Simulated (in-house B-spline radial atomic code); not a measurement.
Configurations of O4+, with energies counted from [He] 2s2. Method: Dirac-Hartree-Fock, average of configuration, Fermi nucleus of rms radius 2.6991 fm. Calculated with a radial B-spline atomic code at the basis-set limit. Energies include first-order Breit, QED and recoil terms.

| configuration | E - E(ref) (eV) | highest orbital | its <r> (bohr) |
| --- | --- | --- | --- |
| [He] 2s1 (3p1/2)1 | 70.011 | 3p1/2 | 2.295 |
| [He] 2s1 (3d5/2)1 | 72.468 | 3d5/2 | 2.029 |
| [He] 2s1 (5g7/2)1 | 97.485 | 5g7/2 | 5.499 |
| [He] 2s1 (6d5/2)1 | 101.53 | 6d5/2 | 10.07 |
| [He] 2s1 (6f5/2)1 | 101.63 | 6f5/2 | 9.581 |
| [He] 2s1 (6g7/2)1 | 101.64 | 6g7/2 | 8.799 |

**Question.** Order these further configurations by energy, lowest first.
A. [He] 2s1 (4d5/2)1
B. [He] 2s1 (5d3/2)1
C. [He] 2s1 (4f5/2)1
D. [He] 2s1 (6p1/2)1
E. [He] 2s1 (2p3/2)1

**Answer.** E (10.514 eV), A (89.465 eV), C (89.806 eV), B (97.294 eV), D (101.27 eV).

**Question.** How far above the reference does [He] 2s1 (5f5/2)1 lie?

**Answer.** 97.466 eV; its least bound orbital is 5f5/2 with <r> = 6.285 bohr.
